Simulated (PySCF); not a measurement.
Coordinates in bohr (charge 0 multiplicity 1):
```
Te    0.0000    0.0000   -0.0364
H     0.0000    3.0790    1.1730
H     0.0000   -3.0790    1.1730
H     3.0790    0.0000    1.1730
H    -3.0790    0.0000    1.1730
```

Method: PBE/[Te def2-TZVP with ECP28, H def2-TZVP], scalar-relativistic core potentials, density fitting, no spin–orbit coupling, PySCF.

This geometry of TeH₄ is a stationary point at this level.

Task: What is the point group?

Result: C4v.

Task: Is it a minimum?

Result: Yes: all harmonic wavenumbers are real.

Task: List the harmonic modes with their infrared intensities.

Result: 
| symmetry | ω (cm⁻¹) | IR (km/mol, summed over degenerate members) | type |
| --- | --- | --- | --- |
| b1 | 250 | 0.0 | bend |
| a1 | 799 | 65.0 | bend |
| e | 1067 | 270 | bend |
| b2 | 1202 | 0.0 | bend |
| b1 | 1643 | 0.0 | stretch |
| e | 1660 | 836 | stretch |
| a1 | 1823 | 19.4 | stretch |

Task: Give the ideal-gas entropy at 298.15 K and 1 bar by parts.

Result: translation 169.9, rotation 63.0, vibration 9.0, spin 0.0; total 241.9 J/(mol K).

In C4v the vibrations span 2b1 + 2a1 + 2e + b2. The b1, b2 modes carry no infrared intensity, as symmetry demands.

Only a few start shapes were tried, so a lower isomer may exist.
